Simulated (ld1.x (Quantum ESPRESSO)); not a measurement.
# Varying the RRKJ potential for Si (Z = 14)

Base potential:

ld1.x (Quantum ESPRESSO) 7.5 input, shortened:

```
&input
   title='Si', zed=14., rel=1, dft='PBE', iswitch=3,
   config='[Ne] 3s1.5 3p2.5'
 /
 &inputp
   pseudotype=2, tm=.false., rho0=0.02, lloc=-1, rcloc=1.70,
   nlcc=.true., new_core_ps=.true., rcore=0.75
 /
2
3S  1  0   1.50   0.00  1.70  1.70  0.0
3P  2  1   2.50   0.00  1.50  1.50  0.0
 &test
   configts(1)='3s1.5 3p2.5'
 /
```

All-electron outer shells of the reference configuration (PBE, scalar-relativistic, ld1.x):

| shell | level (eV) | outermost node (bohr) | outermost maximum (bohr) |
| --- | --- | --- | --- |
| 2s | -140.34 | 0.15 | 0.45 |
| 2p | -96.40 | – | 0.39 |
| 3s | -11.20 | 0.72 | 1.77 |
| 3p | -4.38 | 0.72 | 2.14 |

Cutoffs, loose and tight: the cutoffs (Ry, on a coarse ladder) from which the occupation-weighted sum of valence levels, in a spherical-Bessel basis at the reference potential, stays within 10 and 1 mRy of its value at 400 Ry. They do not see the model core or the augmentation charge, which bear on the density cutoff. Test errors are all-electron minus pseudo excitation energies from the reference, over the configurations 3s2 3p2; 3s2 3p1; 3s2 3p0; 3s2 3p2.3; 3s1 3p3; 3s1 3p0; 3s2 3p1.5. A dash means not determined; rows that change the core or the reference have their own tests.

| change | outcome | cutoff, loose | cutoff, tight | bound ghosts | largest test error (meV) |
| --- | --- | --- | --- | --- | --- |
| base | generated | 40 Ry | 55 Ry | none | +56 |
| reference 3s2 3p2 | generated | 40 Ry | 55 Ry | none | +58 |
| wave 3p (bound): rc 1.50 bohr becomes 3p (bound): rc 2.14 bohr | generated | 35 Ry | 50 Ry | none | +99 |
| local potential all-electron potential smoothed inside 1.92 bohr (lloc = -1) | generated | 40 Ry | 55 Ry | none | +52 |
| functional LDA (PZ) | generated | 40 Ry | 55 Ry | none | +59 |
| all radii but the core radius scaled by about 1.22 (s 2.08, p 1.82 bohr); local potential all-electron potential smoothed inside 2.08 bohr (lloc = -1) | generated | 25 Ry | 40 Ry | none | +74 |

**Question.** What comes out with this change to the base: local potential the s channel?

**Answer.** outcome: generated; cutoff, loose: 35 Ry; cutoff, tight: 50 Ry; bound ghosts: none; largest test error (meV): +37.
